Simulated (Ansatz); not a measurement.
Basis-set extrapolation for CCl₂FNOSi, SMILES `O=C=N[Si](F)(Cl)Cl` (PBE0-D4/def2-TZVP geometry, frozen core, the Gaussian-basis code of Ansatz). Multiplicity 1, RHF reference.

|  | def2-TZVPP | def2-QZVPP |
| --- | --- | --- |
| HF | -1474.947747 | -1474.994506 |
| MP2 correlation | -1.289841 | -1.404803 |
| CCSD(T) correlation | -1.371748 | not run |

Energies in hartree. Use E(X) = E(∞) + A·exp(−7.88·√X) for Hartree–Fock and E(X) = E(∞) + B·X^(−2.97) for correlation, with X = 3 and 4, and add CCSD(T) minus MP2 of the smaller set to the MP2 limit.

Problem. What is the CCSD(T) energy at the basis-set limit?

Solution. HF limit: -1474.994506 + (-0.046759) × 0.13774 = -1475.00095. MP2 limit: -1.404803 + (-0.114962) × 0.74074 = -1.48996. Higher-order term: -1.371748 − (-1.289841) = -0.08191. Total: -1476.57282 hartree, 6.89 eV below CCSD(T)/def2-TZVPP.
